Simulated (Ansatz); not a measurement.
Input file for Ansatz (a program for electronic structure): U-PBE0/def2-TZVPP on SbC, 2S+1 = 2, a spin state set in the input, which need not be the lowest, a point of a bond scan (R = 1.886 Å). Elements past Kr take the def2 small-core potentials; no spin–orbit coupling.

Ansatz 0.2 input:
```yaml
crystal:
  periodic: [false, false, false]
  atoms:
    - {symbol: C, position_ang: [0.00000000, 0.00000000, 0.00000000]}
    - {symbol: Sb, position_ang: [0.00000000, 0.00000000, 1.88552400]}
basis:
  gaussian:
    orbitals: def2-TZVPP
    pivot_positions_ang: [[0.00000000, 0.00000000, 0.00000000], [0.00000000, 0.00000000, 1.88552400]]
hamiltonian:
  xc: {name: PBE0}
magnetization: {spin_polarized: true, initial_magnetization: 1}
output: {forces: true, orbitals: {seedname: ./end}}
```

**Question.** Predict the final total energy.

**Answer.** -278.1516 hartree. Its determinant has ⟨S²⟩ = 1.06, a mixture of spin states.
